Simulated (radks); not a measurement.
Results of a calculation; reference values are marked as such.
Task: W IX, 66 electrons, occupied as [Kr] 4d10 4f14 5s2 5p4. Level of theory: Dirac Kohn-Sham, PBE, spin-unpolarised, spherical densities, point nucleus; open shells are shared between the two j in proportion to 2j + 1 (a radial shooting solver on a logarithmic mesh with Libxc functionals). Some entries of the table are withheld. Estimate them.

orbital,occ.,eigenvalue (eV),r(max) (bohr),<r^2> (bohr^2)
1s1/2,2,-69522.03,0.01145,0.0004628
2s1/2,2,-12090.76,0.06586,0.007059
2p1/2,2,-11566.33,0.04896,0.005041
2p3/2,4,-10213.28,0.05580,0.006242
3s1/2,2,-2875.673,0.1855,0.04610
3p1/2,2,(1),0.1737,0.04231
3p3/2,4,(2),0.1877,0.04890
3d3/2,4,-1957.606,0.1470,0.03790
3d5/2,6,-1893.948,0.1509,0.03971
4s1/2,2,-687.3029,0.4210,0.2282
4p1/2,2,-590.5651,0.4208,(3)
4p3/2,4,-522.7726,0.4504,(4)
4d3/2,4,-363.9887,0.4471,0.2946
4d5/2,6,-351.4831,0.4564,0.3077
5s1/2,2,-192.1313,0.9480,1.171
5p1/2,1.33333,-161.5081,1.005,1.352
4f5/2,6,-152.1738,0.4255,0.4221
4f7/2,8,-149.8753,0.4304,0.4335
5p3/2,2.66667,-149.6622,1.075,1.536
5d3/2,0,-105.1975,1.252,2.185
5d5/2,0,-103.5116,1.276,2.259
6s1/2,0,-85.5972,1.988,4.597
6p1/2,0,-74.8990,2.152,5.381
6p3/2,0,-71.3242,2.262,5.889
5f5/2,0,-61.0964,1.847,4.616
5f7/2,0,-60.8590,1.859,4.663

Result: 
(1) 3p1/2 eigenvalue (eV): -2642.396
(2) 3p3/2 eigenvalue (eV): -2349.730
(3) 4p1/2 <r^2> (bohr^2): 0.2354
(4) 4p3/2 <r^2> (bohr^2): 0.2706
